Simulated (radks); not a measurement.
Initial-state core-level shifts of the antimony ion Sb+ when its valence configuration changes from [Kr] 4d10 5s2 5p2. Method: Dirac Kohn-Sham, PBE, spin-unpolarised, spherical densities, finite nucleus; open shells fill j = l - 1/2 first; Fermi nuclear charge, rms radius 4.6802 fm; computed with a radial shooting solver on a logarithmic mesh with Libxc functionals. Shifts are changes of the shell-averaged eigenvalues in eV (positive: less bound); the change of the density at the nucleus, which sets a Mossbauer isomer shift, is in e/bohr^3, on a base of 2.089e+05.

\begin{tabular}{lrrrrr}
valence & 2s & 2p & 3p & 4s & density at nucleus \\ \hline
4d9 5s2 5p3 & -9.088 & -9.060 & -8.741 & -7.549 & +22.01 \\
4d10 5p4 & -3.070 & -3.063 & -3.106 & -3.091 & -102.60 \\
4d9.5 5s2 5p2.5 & -4.511 & -4.497 & -4.348 & -3.780 & +10.87 \\
4d10 5s1 5p3 & -1.566 & -1.563 & -1.583 & -1.576 & -49.90 \\
4d9.5 5s1 5p3.5 & -6.031 & -6.013 & -5.884 & -5.301 & -42.13 \\
4d8 5s1 5p5 & -19.855 & -19.790 & -19.089 & -16.449 & -17.06 \\
4d8.5 5s2 5p3.5 & -13.733 & -13.689 & -13.180 & -11.308 & +33.42 \\
4d8 5s2 5p4 & -18.446 & -18.387 & -17.666 & -15.059 & +45.10 \\
\end{tabular}
